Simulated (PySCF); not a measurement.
**Electronic structure of Si¹⁰⁺ (silicon, charge +10) at the M06-2X level**

Configuration: [He] 2s2, closed-shell 1S. Calculation: PySCF 2.14, in an even-tempered Gaussian basis (19 s from 1.3 bohr⁻², ratio 2.2; 9 p from 2.1 bohr⁻², ratio 2.4; 6 d from 6.4 bohr⁻², ratio 2.4; 5 f from 9.6 bohr⁻², ratio 2.4; 5 g from 14 bohr⁻², ratio 2.4); the spin-free X2C one-electron Hamiltonian (Gaussian nucleus).

- Total energy: -224.5868 hartree
- One-electron energy: -244.8456 hartree
- Hartree (Coulomb) energy: 31.3838 hartree
- Exchange-correlation energy: -11.1250 hartree
- ⟨S²⟩: 0.0000
- ⟨L²⟩: 0.000
- Sum of ⟨r⟩: 1.179 bohr
- Sum of ⟨r²⟩: 0.5699 bohr²
- Time after the integrals: roughly 6 core-seconds

| shell | electrons | mean orbital energy (hartree) | rms radius, mean of both spins (bohr) |
| --- | --- | --- | --- |
| 1s | 2 | -82.93017 | 0.128 |
| 2s | 2 | -17.04891 | 0.518 |

Densities and radii are taken from the X2C orbitals without a picture-change correction, which distorts them close to the nucleus.
